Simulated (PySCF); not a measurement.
A GIAO shielding run with PySCF 2.14.0 with density-fitted response routines (density fitting, non-relativistic, gas phase) on SMILES C=CSCC[SiH2]Cl, C$_{4}$H$_{9}$ClSSi:

```
$ OMP_NUM_THREADS=1 python probes_run.py task.json out

{"job": {"kind": "nmr", "xc": "PBE0", "basis": "pcSseg-1"}, "charge": 0, "multiplicity": 1}
C      2.650508     1.187442     0.633140
C      2.389072     0.336229    -0.345102
S      1.007805    -0.720140    -0.523038
C     -0.046028    -0.282578     0.904606
C     -1.407417    -0.941714     0.762378
Si    -2.379781    -0.353038    -0.771483
Cl    -2.354655     1.662601    -0.784385
H      2.004470     1.334158     1.480032
H      3.547599     1.781223     0.609527
H      3.059321     0.204027    -1.180808
H     -0.141200     0.803681     0.915032
H      0.468203    -0.616367     1.808187
H     -1.277673    -2.023731     0.719091
H     -1.979302    -0.731000     1.669512
H     -1.782862    -0.836221    -2.009776
H     -3.765654    -0.795629    -0.630840
```

Hardware: 1 thread of an Arm Neoverse V1, shared host. The job also computes population analyses, field gradients.

(1) How large is the calculation?

(2) How long does it take, and how much memory does it need?

Answers

(1) 80 electrons, 185 basis functions and 1029 auxiliary functions.

(2) 29 s of wall time, with 14 SCF cycles and 5 response iterations; peak memory 0.8 GiB. Times on a shared host scatter by some tens of per cent.
